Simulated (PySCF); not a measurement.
Compound: GeH₃ (charge -1).
SMILES: `[GeH3-]`

The closed-shell ground state was solved at several levels (PySCF, density fitting, gas phase). Geometry: GFN2-xTB; no solvent, vibrations or thermal averaging. Relativistic effects, spin–orbit coupling among them, are left out although an element past zinc is present. No diffuse functions stand in pcJ-1 (pcSseg-1 on Ge) and pcSseg-1, which bears on an anion's orbital energies.

| level | basis functions | total energy (Eh) | HOMO (eV) | LUMO (eV) | gap (eV) |
| --- | --- | --- | --- | --- | --- |
| CAM-B3LYP/def2-SVPD | 62 | -2078.6423 | -1.54 | 5.38 | 6.92 |
| PBE0/pcSseg-1 | 56 | -2078.2992 | -0.29 | 6.29 | 6.58 |

(1) What might B3LYP/pcJ-1 (pcSseg-1 on Ge) (71 basis functions) give for the same quantities?

(2) Over all these levels, which gives the widest orbital gap and which the narrowest?

## Answers

(1) Total energy -2078.6322 Eh, HOMO -0.11 eV, LUMO 6.12 eV, gap 6.23 eV.

(2) CAM-B3LYP/def2-SVPD (range-separated hybrid) has the widest, 6.92 eV, and B3LYP/pcJ-1 (pcSseg-1 on Ge) (global hybrid, 20 % exact exchange) the narrowest, 6.23 eV. Functional and basis both differ between the two, so the spread mixes both effects.
